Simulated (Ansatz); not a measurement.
A structure relaxed at PBE0-D4/def2-TZVP, charge 0, multiplicity 1:

```xyz
13

N    -2.262    0.338   -0.408
Si   -0.598    0.660   -0.592
O     0.217   -0.025   -1.849
N     0.170    0.091    0.837
Si    1.777   -0.527    0.983
H    -2.599   -0.548   -0.069
H    -2.947    0.805   -0.980
H    -0.478    2.107   -0.874
H     0.264   -0.982   -1.885
H    -0.316    0.264    1.705
H     1.957   -1.755    0.160
H     1.995   -0.875    2.412
H     2.819    0.446    0.560
```

Task: Give its formula and SMILES.

Result: H8N2OSi2, `N[SiH](O)N[SiH3]`.

Task: Point group (tolerance 0.08 Å, 0.16 Å for H)?

Result: C1.

Task: Summarise the bond lengths by kind.

Result: 3 × N–Si 1.705 to 1.728 Å; 3 × H–N 1.007 to 1.009 Å; 1 × O–Si 1.648 Å; 4 × H–Si 1.479 to 1.489 Å; 1 × H–O 0.959 Å.

Program: Ansatz 0.2.0.
